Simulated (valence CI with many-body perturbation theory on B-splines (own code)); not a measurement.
## Questions on Tl68+

Level of theory: relativistic CI+MBPT: three valence electrons over a frozen Dirac-Fock core [Ne], radial functions for each j: 11 s, 11 p, 9 d, 7 f, 5 g, 2 h, 1 i, with the one-electron correlation potential Σ1 (screened to all orders), the two-electron term Σ2, the three-electron term Σ3, Breit, model QED; selected single and double excitations, second order for the rest (own B-spline code, finite nucleus).

The last digits are not significant, and no measured levels were compared; by estimate large intervals hold to a few tenths of a per cent, small ones and those within an open d or f shell to about a per cent.

Levels are named by their leading jj configuration (3d3/2^4 stands for four electrons in 3d with j = 3/2), which in mixed levels can hold well under half, so a name can repeat and another be missing.

Rates and lifetimes use the calculated energies. Strong lines usually hold to 10 to 20 %, long lifetimes can be off by a factor of two.

What is the ground level?

(3s^2 3p1/2) J=1/2, composition 100 % 3s2.3p 2P°, g = 0.642.

What are the static dipole polarisabilities of the lowest levels?

(3s^2 3p1/2) J=1/2 0.00172 bohr³, of which the core gives 2.92e-05.

Where does the other parity begin?

At (3s 3p1/2^2) J=1/2, 194.7 eV.

What is the ionisation energy?

8419 eV; NIST lists 8420 ± 50 eV (theoretical).

How well does LS coupling describe the low levels?

Among the lowest 20 levels the leading LS term, summed over configurations, holds 60 % on average. For single configurations the figures are 58 % in LS and 92 % in jj coupling. Terms mix most in the J = 3/2 level at 1018.1 eV, where the leading one holds 32 %.
